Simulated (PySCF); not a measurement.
## PBE0 on Br (bromine, neutral)

Configuration: [Ar] 3d10 4s1 4p6, 2S determinant (an excited configuration). Computed with PySCF 2.14 in x2c-QZVPPall, with scalar relativity by spin-free X2C-1e.

| Quantity | Value |
| --- | --- |
| Total energy | -2605.532 hartree |
| One-electron energy | -3620.376 hartree |
| Hartree (Coulomb) energy | 1107.373 hartree |
| Exchange-correlation energy | -92.529 hartree |
| ⟨S²⟩ | 0.7558 |
| ⟨L²⟩ | 0.000 |
| Sum of ⟨r⟩ | 25.91 bohr |
| Sum of ⟨r²⟩ | 40.90 bohr² |
| Langevin diamagnetic susceptibility | -32.4 ×10⁻⁶ cm³/mol |

```
shell  electrons  mean orbital energy (hartree)  rms radius, mean of both spins (bohr)
 1s α          1                     -491.26447                                 0.0492
 1s β          1                     -491.25820                                 0.0492
 2s α          1                      -64.56764                                  0.205
 2s β          1                      -64.56198                                  0.205
 2p α          3                      -56.91541                                  0.183
 2p β          3                      -56.91148                                  0.183
 3s α          1                       -9.18207                                  0.590
 3s β          1                       -9.16957                                  0.590
 3p α          3                       -6.74255                                  0.609
 3p β          3                       -6.73414                                  0.609
 3d α          5                       -2.70216                                  0.655
 3d β          5                       -2.69372                                  0.655
 4s α          1                       -0.88168                                   1.78
 4p α          3                       -0.38089                                   2.24
 4p β          3                       -0.33144                                   2.24
```

Densities and radii are taken from the X2C orbitals without a picture-change correction, which distorts them close to the nucleus.
